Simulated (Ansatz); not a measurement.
This singlet lies 1.70 eV below the relaxed triplet at the level composite: frozen-core CCSD(T) with HF/cc-pVQZ and the correlation energy extrapolated as X^-3 from cc-pVTZ and cc-pVQZ, plus CCSDT(Q) minus CCSD(T) in cc-pVDZ // B3LYP-D3(BJ)/def2-TZVP (Ansatz, a program for electronic structure).

Level of theory: Ansatz with B3LYP-D3(BJ)/def2-TZVP. No frequencies were computed at this level.

Ansatz 0.2 input:
```yaml
crystal:
  periodic: [false, false, false]
  atoms:
    - { symbol: Cl, position_ang: [1.541799, -0.295104, -0.000005] }
    - { symbol: Ge, position_ang: [-0.274284, 0.817685, 0.0] }
    - { symbol: H, position_ang: [-1.267516, -0.52258, 0.000005] }
basis:
  gaussian: { orbitals: def2-tzvp }
hamiltonian:
  xc: b3lyp
  dispersion: d3bj
relax:
  max_steps: 150
```

Output:

```
Functional definition: B3LYP
696 factors; their error is unknown
mean field evaluation 1: about -69058.4782 eV, gradient 2.1e1 eV
mean field evaluation 2: about -69057.8154 eV, gradient 2.9e1 eV
mean field evaluation 4: about -69059.3203 eV, gradient 9.3e-1 eV
mean field evaluation 8: about -69059.5696 eV, gradient 2.3e-2 eV
mean field -69059.56955324 eV, -2537.8923708242 hartree, gradient 5.9e-5 eV, S^2 0.000000; 0 other end points of the search recorded, 0 dependent functions left out
reference -69059.56974852 eV, -2537.8923780006 hartree; 25, 25 occupied and 66, 66 virtual orbitals, 696 factors
relax step   1: F+E_penalty+E_count = -69059.67375041 eV  Δ(F+E_penalty+E_count) = +0.000e0 eV  max|allowed force component| = 1.387e0 eV/Å  Δτ_max = 0.0000 Å  (26 SCF iters, accepted)
these checks for a lower state are left out or cut short: starts, cluster_reference, orbital_swaps, neighbouring_geometries, increment
696 factors; their error is unknown
mean field evaluation 16: about -69059.3662 eV, gradient 3.3e0 eV
mean field -69059.63189791 eV, -2537.8946619483 hartree, gradient 5.3e-5 eV, S^2 0.000000; 0 other end points of the search recorded, 0 dependent functions left out
reference -69059.63209375 eV, -2537.8946691453 hartree; 25, 25 occupied and 66, 66 virtual orbitals, 696 factors
relax step   2: F+E_penalty+E_count = -69059.73567535 eV  Δ(F+E_penalty+E_count) = -6.192e-2 eV  max|allowed force component| = 2.337e-1 eV/Å  Δτ_max = 0.0422 Å  (26 SCF iters, accepted)
these checks for a lower state are left out or cut short: starts, cluster_reference, orbital_swaps, neighbouring_geometries, increment
696 factors; their error is unknown
mean field -69059.63421848 eV, -2537.8947472278 hartree, gradient 4.0e-5 eV, S^2 0.000000; 0 other end points of the search recorded, 0 dependent functions left out
reference -69059.63441448 eV, -2537.8947544306 hartree; 25, 25 occupied and 66, 66 virtual orbitals, 696 factors
relax step   3: F+E_penalty+E_count = -69059.73793518 eV  Δ(F+E_penalty+E_count) = -2.260e-3 eV  max|allowed force component| = 2.548e-2 eV/Å  Δτ_max = 0.0096 Å  (27 SCF iters, accepted)
these checks for a lower state are left out or cut short: starts, cluster_reference, orbital_swaps, neighbouring_geometries, increment
696 factors; their error is unknown
mean field evaluation 32: about -69059.6343 eV, gradient 4.0e-5 eV
mean field -69059.63429452 eV, -2537.8947500223 hartree, gradient 4.0e-5 eV, S^2 0.000000; 0 other end points of the search recorded, 0 dependent functions left out
reference -69059.63449061 eV, -2537.8947572282 hartree; 25, 25 occupied and 66, 66 virtual orbitals, 696 factors
relax step   4: F+E_penalty+E_count = -69059.73795527 eV  Δ(F+E_penalty+E_count) = -2.010e-5 eV  max|allowed force component| = 7.965e-3 eV/Å  Δτ_max = 0.0038 Å  (28 SCF iters, accepted)
696 factors; their error is unknown
mean field -69059.63429452 eV, -2537.8947500223 hartree, gradient 4.0e-5 eV, S^2 0.000000; 1 other end points of the search recorded, 0 dependent functions left out
reference -69059.63449061 eV, -2537.8947572282 hartree; 25, 25 occupied and 66, 66 virtual orbitals, 696 factors
Total energy: -69059.73815136 eV, -2537.8985666905 hartree
Atom 0 at     1.568473    -0.317447    -0.000005 Å, force    -0.007889    -0.001928     0.000000 eV/Å
Atom 1 at    -0.324834     0.816974     0.000000 Å, force     0.002533     0.007965    -0.000000 eV/Å
Atom 2 at    -1.243640    -0.499526     0.000005 Å, force     0.005357    -0.006037    -0.000000 eV/Å
Dipole moment:    -0.332897     0.224609     0.000001 e Å
```

Cost: about 7 core-seconds (a rough figure).
